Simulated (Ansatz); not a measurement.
C3H5BClF, SMILES `FC1(Cl)CBC1` at its PBE0-D4/def2-TZVP geometry, where that method's forces vanish. Charge 0, multiplicity 1.

```
atom   x (Å)   y (Å)   z (Å)
  F1  -0.360  -1.243  -1.641
  C2  -0.217  -0.154  -0.839
 Cl3  -0.584   1.295  -1.824
  C4  -1.028  -0.148   0.458
  B5   0.271   0.463   1.115
  C6   1.128   0.000  -0.127
  H7  -2.009   0.323   0.460
  H8  -1.132  -1.186   0.801
  H9   0.501   1.063   2.117
 H10   1.521  -1.004   0.082
 H11   1.908   0.592  -0.602
```

(1) For each bond, give half the difference of the two atoms' forces along it (eV/Å; positive pushes the atoms apart) under PBE-D4, r2SCAN-D4, B3LYP-D4, ωB97M-V in def2-TZVPP. (Estimate.)

Answers

(1) Computed: 
| bond | length (Å) | PBE-D4 | r2SCAN-D4 | B3LYP-D4 | ωB97M-V |
| --- | --- | --- | --- | --- | --- |
| F1–C2 | 1.360 | 0.53 | 0.28 | 0.28 | 0.19 |
| C2–Cl3 | 1.790 | 0.24 | 0.22 | 0.23 | -0.01 |
| C2–C4 | 1.530 | -0.01 | 0.01 | 0.07 | 0.06 |
| C2–C6 | 1.530 | -0.01 | 0.01 | 0.07 | 0.06 |
| C4–B5 | 1.578 | -0.02 | 0.05 | 0.14 | 0.15 |
| C4–H7 | 1.088 | 0.07 | -0.07 | -0.09 | -0.11 |
| C4–H8 | 1.099 | 0.12 | -0.03 | -0.10 | -0.09 |
| B5–C6 | 1.578 | -0.02 | 0.05 | 0.14 | 0.15 |
| B5–H9 | 1.190 | 0.05 | -0.04 | -0.20 | -0.20 |
| C6–H10 | 1.099 | 0.12 | -0.03 | -0.10 | -0.09 |
| C6–H11 | 1.088 | 0.07 | -0.07 | -0.09 | -0.11 |

B3LYP here is the variant with VWN-RPA as its local correlation; programs differ in this.
